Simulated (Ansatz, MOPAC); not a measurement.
System: CH$_{7}$OSi$_{2}$, net charge 0, doublet state. SMILES: C[SiH2]O[SiH2]

Atoms: C1, Si2, O3, Si4, H5, H6, H7, H8, H9, H10, H11. Bonds: C1-Si2, C1-H5, C1-H6, C1-H7, Si2-O3, Si2-H8, Si2-H9, O3-Si4, Si4-H10, Si4-H11.

Bond lengths (Å) and angles (degrees) optimised at PM6 with MOPAC; MNDO with MOPAC; HF/STO-3G with Ansatz (an electronic-structure program); HF/3-21G with Ansatz; B3LYP/LANL2DZ with Ansatz; B3LYP/6-31G* with Ansatz, each started from the B3LYP-D3(BJ)/def2-TZVP structure (Ansatz) of the last column. A row stands for all coordinates that are equal there; 11 of 22 kinds are shown. 6-31G* holds six Cartesian d functions. No wavenumbers were computed at MNDO, HF/STO-3G, B3LYP/LANL2DZ, so these may be saddle points.

```csv
coordinate,PM6,MNDO,HF/STO-3G,HF/3-21G,B3LYP/LANL2DZ,B3LYP/6-31G*,B3LYP-D3(BJ)/def2-TZVP
C1-Si2,1.844,1.811,1.857,1.902,1.883,1.874,1.861
C1-H5,1.101,1.107,1.082,1.085,1.097,1.096,1.092
C1-H7,1.106,1.107,1.082,1.087,1.098,1.097,1.093
Si2-O3,1.665,1.617,1.659,1.649,1.678,1.662,1.647
Si2-H8,1.458,1.388,1.427,1.488,1.489,1.490,1.483
Si2-H9,1.458,1.388,1.427,1.488,1.489,1.491,1.484
O3-Si4,1.661,1.605,1.664,1.651,1.668,1.655,1.639
Si4-H10,1.469,1.385,1.430,1.491,1.496,1.494,1.488
C1-Si2-O3,112.6,109.8,108.6,112.2,110.4,109.1,108.9
Si2-O3-Si4,174.8,174.9,124.6,177.2,171.6,147.8,147.8
Si2-C1-H5,112.7,112.4,111.4,111.5,111.1,111.2,110.9
```

Mean signed difference of all 10 bond lengths from B3LYP-D3(BJ)/def2-TZVP: PM6 -0.004 Å, MNDO -0.047 Å, HF/STO-3G -0.023 Å, HF/3-21G 0.005 Å, B3LYP/LANL2DZ 0.012 Å, B3LYP/6-31G* 0.008 Å.
